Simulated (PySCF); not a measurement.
# State search for SrSe

Unrestricted PBE0; basis Sr def2-TZVPP with ECP28, Se def2-TZVPP; scalar-relativistic core potentials; PySCF 2.14. Outer shells of the fragments: Sr 5s2; Se 3d10 4s2 4p4.

Followed along the bond (rough minima from three points):

| 2Ms+1 | unpaired | ⟨S²⟩ at the start | R at minimum (Å) | Te (eV) |
| --- | --- | --- | --- | --- |
| 1 | none | 0.00 | 2.57 | 0.00 |
| 3 | σ ↑, π ↑ | 2.00 | 2.86 | 0.81 |
| 1 | σ ↓, π ↑ | 1.00 | 2.86 | 0.83 |
| 3 | σ ↑↑ | 2.00 | 2.73 | 1.33 |

Solutions found at the starting distance of 2.825 Å, counted from the lowest of them; the search is not exhaustive and high or unbound solutions are not listed, so other states can lie among these:

| 2Ms+1 | unpaired | term | E (eV) | ⟨S²⟩ | ⟨Lz²⟩ | μ (D) |
| --- | --- | --- | --- | --- | --- | --- |
| 1 | none | ¹Σ⁺ | 0.00 | 0.00 | 0.00 | -11.95 |
| 3 | σ ↑, π ↑ | ³Π | 0.51 | 2.00 | 1.01 | -4.66 |
| 1 | σ ↓, π ↑ | mixed | 0.52 | 1.00 | 1.01 | -4.67 |
| 3 | σ ↑↑ | ³Σ⁺ | 1.05 | 2.00 | 0.00 | -4.80 |
| 3 | π ↑↑ | mixed | 2.05 | 2.00 | 2.01 | -3.18 |
| 1 | π ↑↓ | mixed | 2.08 | 1.01 | 2.01 | -3.12 |
| 3 | π ↑↑ | mixed | 2.09 | 2.00 | 2.01 | -3.15 |
| 3 | π ↑, δ ↑ | mixed | 2.35 | 2.00 | 5.01 | -8.05 |
| 1 | π ↑, δ ↓ | mixed | 2.36 | 1.01 | 5.01 | -8.01 |
| 1 | π ↑, δ ↓ | mixed | 2.37 | 1.01 | 4.93 | -7.93 |

A term symbol is given only where ⟨S²⟩ and ⟨Lz²⟩ are close to those of a pure state; real π, δ and φ orbitals otherwise mix terms. A positive dipole means Sr(−)Se(+).

Problem. Compare the gap between the two lowest followed solutions at the starting distance with the gap between their minima.

Solution. At PBE0 the second solution (triplet, unpaired electrons σ ↑, π ↑) lies +0.51 eV from the first (singlet, closed shell) at 2.825 Å and +0.81 eV at the minima; the two curves relax by different amounts, since their minima lie near 2.86 and 2.57 Å.

Counting both spins, an empty level lies below a filled one in some of these solutions, because spin and occupation are held.
